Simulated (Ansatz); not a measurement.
ReOF₄, that is [ReOF4]- with one electron fewer. Total charge 0; doublet. Geometry PBE0-D4/def2-SVPD, that of the charge -1 singlet; atoms count from 1.

```xyz
6

Re   -0.039   -0.050    0.171
O    -0.395   -0.502    1.734
F    -1.451    1.040   -0.574
F    -0.714   -1.350   -1.091
F     1.669   -0.762   -0.386
F     0.929    1.624    0.144
```

In the def2 sets Re takes a core potential; there is no spin–orbit coupling.

Problem. Estimate the Mulliken populations from the PBE0/def2-TZVPD orbitals of Ansatz.

Solution. 
```
atom  charge (e)  spin (α − β)  d electrons
 Re1        2.12          1.00         3.98
  O2       -0.36         -0.09            –
  F3       -0.44          0.02            –
  F4       -0.44          0.02            –
  F5       -0.44          0.02            –
  F6       -0.44          0.02            –
```
Mulliken values depend strongly on the basis. With diffuse functions, as here, like atoms can get unlike values, and bond orders can come out too low or too high.

Problem. Where does the spin sit?

Solution. Summed by element: Re 1.00, O -0.09, F 0.09, of 1 unpaired in all. Largest on single atoms: Re1 1.00, O2 -0.09, F6 0.02.

Problem. And the Mayer bond orders between heavy atoms (over 0.3)?

Solution. Re1–O2 2.03 (1.67 Å); Re1–F3 0.80 (1.93 Å); Re1–F4 0.80 (1.93 Å); Re1–F5 0.80 (1.93 Å); Re1–F6 0.80 (1.93 Å).
